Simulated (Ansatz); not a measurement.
One change: `N[SiH2][SiH](N)O` becomes `CS[SiH](N)O`.

Ansatz, PBE0-D4/def2-TZVP geometries, multiplicity 1. Each molecule was computed in one conformer, which needn't be the lowest.

```csv
property,`N[SiH2][SiH](N)O`
HOMO–LUMO gap (ωB97M-V/def2-TZVPP) / eV,11.16
LUMO energy (PBE0/def2-TZVPP) / eV,0.22
HOMO–LUMO gap (PBE/def2-TZVPP) / eV,5.04
size of the dipole moment (ωB97M-V/def2-TZVPP) / D,1.93
HOMO energy (PBE0/def2-TZVPP) / eV,-7.05
size of the dipole moment (B3LYP/def2-TZVPP) / D,1.90
```

Give the same properties after the change, and the shifts. (Estimate.)

Computed: 
| property | `CS[SiH](N)O` | shift |
| --- | --- | --- |
| HOMO–LUMO gap (ωB97M-V/def2-TZVPP) / eV | 11.08 | -0.08 |
| LUMO energy (PBE0/def2-TZVPP) / eV | 0.49 | 0.27 |
| HOMO–LUMO gap (PBE/def2-TZVPP) / eV | 5.10 | 0.06 |
| size of the dipole moment (ωB97M-V/def2-TZVPP) / D | 1.58 | -0.35 |
| HOMO energy (PBE0/def2-TZVPP) / eV | -6.73 | 0.32 |
| size of the dipole moment (B3LYP/def2-TZVPP) / D | 1.56 | -0.34 |

With PBE0 the HOMO rises by 0.32 eV and the LUMO rises by 0.27 eV, so the gap narrows by about 0.05 eV. PBE moves the HOMO by 0.16 eV and ωB97M-V by 0.40 eV. Dipoles are sizes alone; their direction can turn.

Positive LUMOs are unbound, so they and the gaps depend on the basis.

B3LYP here is the variant with VWN-RPA as its local correlation; programs differ in this.
